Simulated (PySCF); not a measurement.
C₂H₆N₂Si, SMILES C#C[SiH](N)N.

Geometry optimised at PBE-D3(BJ)/def2-SVP. The structure was generated by enumeration, and PubChem lists no compound with its InChIKey, so it may never have been made. The values are those of a single conformer.

Level of theory: TDDFT-LC-ωPBE/def2-SVPD run with PySCF 2.14.0.

Vertical excitations. Isolated molecule, no solvent.

```csv
state,energy (eV),λ (nm),f,main pairs
S1,5.91,210,0.000,"HOMO−2→LUMO+1 49 %, HOMO−3→LUMO+2 8 %, HOMO−2→LUMO+4 8 %"
S2,6.28,197,0.002,"HOMO−3→LUMO+1 17 %, HOMO−2→LUMO+2 16 %, HOMO−2→LUMO 12 %, HOMO−1→LUMO+1 8 %"
S3,6.30,197,0.001,"HOMO−2→LUMO+1 17 %, HOMO−3→LUMO+2 14 %, HOMO−3→LUMO 9 %, HOMO−3→LUMO+1 7 %"
S4,7.19,172,0.024,"HOMO→LUMO 25 %, HOMO→LUMO+1 24 %, HOMO−1→LUMO+1 18 %, HOMO−1→LUMO 15 %"
S5,7.33,169,0.082,"HOMO−1→LUMO 23 %, HOMO→LUMO 22 %, HOMO−3→LUMO 12 %, HOMO→LUMO+1 11 %"
S6,7.77,160,0.029,"HOMO→LUMO+1 28 %, HOMO−1→LUMO 28 %, HOMO−1→LUMO+1 14 %, HOMO→LUMO 12 %"
S7,8.09,153,0.045,"HOMO−1→LUMO+1 26 %, HOMO−3→LUMO+1 11 %, HOMO→LUMO+1 10 %, HOMO→LUMO+2 10 %"
S8,8.39,148,0.007,"HOMO→LUMO+2 40 %, HOMO−1→LUMO+1 11 %, HOMO−1→LUMO+4 6 %"
S9,8.49,146,0.028,"HOMO−1→LUMO+2 49 %, HOMO−3→LUMO 10 %, HOMO→LUMO+4 8 %"
S10,8.55,145,0.048,"HOMO−2→LUMO+2 40 %, HOMO−2→LUMO 30 %, HOMO−2→LUMO+3 8 %"
T1,4.67,266,0,"HOMO−3→LUMO+1 25 %, HOMO−2→LUMO+2 17 %, HOMO−2→LUMO 12 %, HOMO→LUMO+1 8 %"
T2,5.21,238,0,"HOMO−2→LUMO+1 35 %, HOMO−3→LUMO+2 9 %, HOMO−2→LUMO 7 %, HOMO−2→LUMO+4 6 %"
T3,5.21,238,0,"HOMO−2→LUMO+2 20 %, HOMO−3→LUMO+1 15 %, HOMO−2→LUMO 13 %, HOMO−2→LUMO+1 7 %"
T4,5.99,207,0,"HOMO−2→LUMO+1 29 %, HOMO−3→LUMO+2 15 %, HOMO−3→LUMO 11 %, HOMO→LUMO 5 %"
```
Triplets are in the Tamm–Dancoff approximation, which puts them higher than full response would, so one can lie above its singlet here.
